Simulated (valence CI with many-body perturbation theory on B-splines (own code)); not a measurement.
## E1 transitions of Ba7+

Computed by valence CI with perturbative core correlation (CI+MBPT): three valence electrons over a frozen Dirac-Fock core [Kr] 4d10, a basis of 7 s, 7 p, 7 d, 7 f, 4 g, 2 h functions for each j, with the one-electron correlation potential Σ1 (screened to all orders), the two-electron term Σ2, the three-electron term Σ3, Breit, model QED; selected single and double excitations, second order for the rest, scaled by the run's own slope (own B-spline code, finite nucleus).

Against 62 measured levels this calculation errs by 1061 cm⁻¹ on average and by 3801 at most. These come from a selection out of Sansonetti and Curry, J. Phys. Chem. Ref. Data 39, 043103 (2010). Levels without a partner in it may be off by more, other configurations by several thousand cm⁻¹. 7 measured levels below the end of the list, from 249919 cm⁻¹ on, found no clear computed partner, and computed levels of the same name lie up to 8910 cm⁻¹ from them.

Lines 301 to 350 of 573 in falling wavelength, among levels below 66.353 eV, chosen from the strongest by gf and those to the six lowest levels. Wavelengths and rates use the calculated energies, so an error of 1000 cm⁻¹ moves a line at 507.8 Å by 0.51 % and its rate by three times that or more. Electric multipoles are in the length gauge, E1 and E2 with the static RPA response of the core. Weak lines are less certain than strong ones. Lines between different terms over intervals too small for the method are left out, as are lines whose strength nearly cancels. Where a level lies close to another of its J and parity, the split of strength between their lines is uncertain. The highest levels of a list are the least certain.

Names give the largest LS component (configuration and term), which can be under half, so a name can repeat, a term be missing and a line seem to break the LS rules; names also repeat where a configuration has a term twice. Letters in brackets count levels of one name in rising energy.

```csv
λ vac (Å),λ from measured levels,Upper,Lower,A (s⁻¹),S (a.u.)
526.5,,4f 5s 5d 2F°_5/2 [b],4f 5s 5p 2G_7/2 [c],2.99e+09,1.29e+00
525.5,,4f 5s 5d 2F°_7/2 [b],4f 5s 5p 2G_9/2 [b],2.79e+09,1.60e+00
524.9,,4f 5s 5d 2D°_3/2 [a],4f 5s 5p 2D_3/2 [a],7.56e+09,2.16e+00
520.5,,4f 5s 5d 2G°_7/2 [b],4f 5s 5p 2F_5/2 [b],1.05e+10,5.86e+00
519.8,,4f 5s 5d 2G°_9/2 [a],4f 5s 5p 2G_9/2 [a],5.49e+09,3.80e+00
518.9,,4f 5s 5d 2H°_9/2 [b],4f 5s 5p 2G_7/2 [c],1.80e+10,1.24e+01
518.2,,4f 5s 5d 2H°_11/2 [b],4f 5s 5p 2G_9/2 [b],1.90e+10,1.57e+01
518.0,,4f 5s 5d 2G°_7/2 [a],4f 5s 5p 2D_5/2 [a],1.11e+09,6.07e-01
517.5,,4f 5s 5d 2G°_9/2 [b],4f 5s 5p 2F_7/2 [b],1.15e+10,7.85e+00
515.0,,4f 5s 5d 2P°_3/2 [b],4f 5s 5p 2D_5/2 [b],2.11e+10,5.69e+00
514.7,,4f 5s 5d 4F°_3/2,4f 5s 5p 4D_1/2,2.48e+09,6.68e-01
513.0,,4f 5s 5d 2P°_1/2 [b],4f 5s 5p 2D_3/2 [b],2.41e+10,3.21e+00
511.6,,4f 5s 5d 2F°_7/2 [b],4f 5s 5p 2F_7/2 [b],1.17e+10,6.19e+00
511.6,,4f 5s 5d 2F°_5/2 [a],4f 5s 5p 2D_3/2 [a],3.55e+09,1.41e+00
510.0,,4f 5s 5d 2F°_5/2 [b],4f 5s 5p 2F_5/2 [b],1.08e+10,4.26e+00
509.8,,4f 5s 5d 4F°_5/2,4f 5s 5p 4D_3/2,2.60e+09,1.02e+00
507.8,517.8,5s 5p 5d 4F°_5/2,5s 5p2 4P_5/2,7.44e+08,2.89e-01
505.6,,5s 5p 6p 4D_3/2 [b],5p3 2D°_5/2,4.67e+09,1.19e+00
505.3,,4f 5s 5d 2D°_5/2 [a],4f 5s 5p 2D_5/2 [a],5.46e+09,2.09e+00
503.9,507.1,5s 5p 5d 2F°_5/2 [b],5s 5p2 2P_3/2,1.87e+09,7.08e-01
501.8,502.5,5s 5p2 2S_1/2,5s2 5p 2P°_1/2,8.64e+08,1.08e-01
501.8,,4f 5s 5d 4F°_7/2,4f 5s 5p 4D_5/2,2.42e+09,1.21e+00
501.2,503.9,5s 5p 5d 4D°_7/2,5s 5p2 2D_5/2,1.42e+09,7.04e-01
500.6,,4f 5s 5d 2D°_3/2 [b],4f 5s 5p 2F_5/2 [b],7.43e+09,1.84e+00
500.1,,4f 5s 5d 2D°_5/2 [b],4f 5s 5p 2F_7/2 [b],7.83e+09,2.90e+00
499.9,,4f 5s 5d 2G°_7/2 [a],4f 5s 5p 2G_7/2 [b],1.35e+09,6.67e-01
499.3,503.0,5s 5p 5d 2P°_1/2 [a],5s 5p2 2S_1/2,1.75e+10,2.15e+00
498.9,,5p2 5d 2P_1/2 [b],5p3 2P°_1/2,4.15e+09,5.09e-01
498.1,499.5,5s 5p2 2P_3/2,5s2 5p 2P°_1/2,3.54e+09,8.64e-01
497.7,,4f 5s 5d 2G°_9/2 [a],4f 5s 5p 2G_7/2 [b],4.01e+09,2.44e+00
496.1,504.5,5s 5p 5d 4F°_3/2,5s 5p2 4P_3/2,5.14e+08,1.24e-01
495.0,,4f 5s 5d 4G°_7/2,4f 5s 5p 4D_5/2,3.70e+09,1.77e+00
495.0,,4f 5s 5d 4F°_9/2,4f 5s 5p 4G_11/2,1.01e+09,6.05e-01
494.6,,4f 5s 5d 2F°_7/2 [a],4f 5s 5p 2G_9/2 [a],1.82e+09,8.71e-01
494.5,,5s 5p 5d 2D°_3/2 [b],5s 5p2 2P_3/2,6.34e+09,1.51e+00
493.4,,5s 5p 5d 2F°_5/2 [a],5s 5p2 2D_3/2,8.72e+09,3.10e+00
492.2,,4f 5s 5d 4H°_9/2,4f 5s 5p 4D_7/2,2.24e+09,1.32e+00
491.9,,4f 5s 5d 4D°_1/2,4f 5s 5p 4D_1/2,4.43e+09,5.20e-01
491.6,,4f 5s 5d 4D°_3/2,4f 5s 5p 4D_1/2,2.67e+09,6.25e-01
491.3,,5s 5p 5d 2D°_5/2 [b],5s 5p2 2P_3/2,7.16e+09,2.51e+00
491.1,,4f 5s 5d 2F°_5/2 [a],4f 5s 5p 2D_5/2 [a],2.47e+09,8.66e-01
490.9,,5s 5p 5d 2D°_3/2 [b],5s 5p2 2S_1/2,7.55e+09,1.76e+00
490.8,,4f 5s 5d 2F°_7/2 [a],4f 5s 5p 2D_5/2 [a],4.57e+09,2.13e+00
490.6,,4f 5s 5d 4H°_11/2,4f 5s 5p 4G_11/2,2.15e+09,1.51e+00
489.7,497.3,5s 5p 5d 4F°_7/2,5s 5p2 4P_5/2,2.79e+09,1.29e+00
488.6,,4f 5s 5d 4F°_9/2,4f 5s 5p 4G_9/2,4.06e+09,2.34e+00
488.3,,4f 5s 5d 4D°_3/2,4f 5s 5p 4D_3/2,3.82e+09,8.77e-01
487.6,491.3,5s 5p 5d 2D°_3/2 [a],5s 5p2 2D_3/2,1.02e+10,2.33e+00
487.5,,4f 5s 5d 4D°_5/2,4f 5s 5p 4D_3/2,3.01e+09,1.03e+00
487.1,,5p2 5d 2D_3/2 [a],5p3 2P°_1/2,3.94e+09,8.98e-01
```
